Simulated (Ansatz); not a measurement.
`O[CH2][GeH3]` and `[GaH2][CH2][GeH3]` differ in one atom or group.

Ansatz, PBE0-D4/def2-TZVP geometries, multiplicity 1. Each molecule was computed in one conformer, which needn't be the lowest.

Scalar relativity is left out up to krypton.

| property | `O[CH2][GeH3]` |
| --- | --- |
| HOMO energy (PBE/def2-TZVPP) / eV | -6.42 |
| size of the dipole moment (B3LYP/def2-TZVPP) / D | 1.88 |
| HOMO–LUMO gap (PBE/def2-TZVPP) / eV | 6.25 |
| HOMO–LUMO gap (B3LYP/def2-TZVPP) / eV | 8.22 |
| HOMO energy (B3LYP/def2-TZVPP) / eV | -7.87 |
| HOMO–LUMO gap (ωB97M-V/def2-TZVPP) / eV | 12.76 |

(1) Give the same properties after the change, and the shifts. (Estimate.)

Answers

(1) Ansatz gave: 
```csv
property,`[GaH2][CH2][GeH3]`,shift
HOMO energy (PBE/def2-TZVPP) / eV,-6.77,-0.35
size of the dipole moment (B3LYP/def2-TZVPP) / D,0.89,-0.99
HOMO–LUMO gap (PBE/def2-TZVPP) / eV,4.43,-1.82
HOMO–LUMO gap (B3LYP/def2-TZVPP) / eV,5.90,-2.32
HOMO energy (B3LYP/def2-TZVPP) / eV,-7.72,0.15
HOMO–LUMO gap (ωB97M-V/def2-TZVPP) / eV,10.20,-2.56
```

With PBE0 the HOMO rises by 0.18 eV and the LUMO falls by 2.23 eV, so the gap narrows by about 2.41 eV. PBE moves the HOMO by -0.35 eV and ωB97M-V by 0.48 eV. The zero-point energy changes by -5.4 kJ/mol with +3 modes. Dipoles are sizes alone; their direction can turn.

B3LYP here is the variant with VWN-RPA as its local correlation; programs differ in this.
